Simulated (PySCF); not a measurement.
## Telling isomers of C₆H₉OP apart by NMR

- geometry: GFN2-xTB
- PBE0/pcSseg-1 with gauge-including orbitals
- code: PySCF 2.14.0 with density-fitted response routines
- fast rotation and ring inversion assumed for equivalent nuclei, non-relativistic Hamiltonian, one conformer, no solvent

Chemical shifts δ = σref − σ; ¹H (σref 31.72) and ¹³C (σref 186.93) vs TMS, all at this level. Splittings of carbon signals by F and P are missing where no couplings were computed. Where no couplings were computed, multiplicities follow the n + 1 count of equivalent neighbours, and m marks all less simple cases (inequivalent or close neighbours, rings, F or P nearby). Shifts are as computed. Against solution values, carbons near 30 ppm lie about +3 ppm off and those near 130 ppm about +5 ppm. Of 1211 compounds with measured shifts, 218 miss one by over three times the rms of a fit or turn the order of signals round; such compounds aren't used in these exercises.

(1) Tabulate the signals of `CC1=C[P@]1(=O)C1CC1`, `CC(C)c1occp1` and their relative energies.

(2) What is the quickest way to tell CC1=C[P@]1(=O)C1CC1 from CC(C)c1occp1?

Answers

(1) 
```json
{"SMILES": "CC1=C[P@]1(=O)C1CC1", "carbon types": "1×C 2×CH 2×CH2 1×CH3", "δC": "185.9, 163.7, 19.5, 13.6, 4.3, 3.9", "δH": "8.90 (m, 1H), 2.49 (m, 3H), 1.12 (m, 1H), 1.10 (m, 1H), 0.81 (m, 1H), 0.80 (m, 1H), 0.11 (m, 1H)", "E rel. (kcal/mol)": "37.5"}
{"SMILES": "CC(C)c1occp1", "carbon types": "1×C 3×CH 2×CH3", "δC": "215.4, 152.9, 131.1, 38.3, 25.4", "δH": "8.09 (m, 1H), 7.16 (m, 1H), 3.45 (m, 1H), 1.41 (d, 6H)", "E rel. (kcal/mol)": "0.0"}
```

Energies are electronic energies at PBE0/pcSseg-1 on these geometries, without zero-point or thermal terms, each for the one conformer computed, which needn't be the lowest.

(2) Count the carbon signals: 6 against 5. The first has a three-membered-ring carbon (CH2) at 4.3 ppm, the second an aromatic CH at 131.1 ppm. Their most deshielded carbons lie at 185.9 and 215.4 ppm. In the proton spectra the most deshielded non-exchanging signals are 8.90 (m, 1H) and 8.09 (m, 1H).
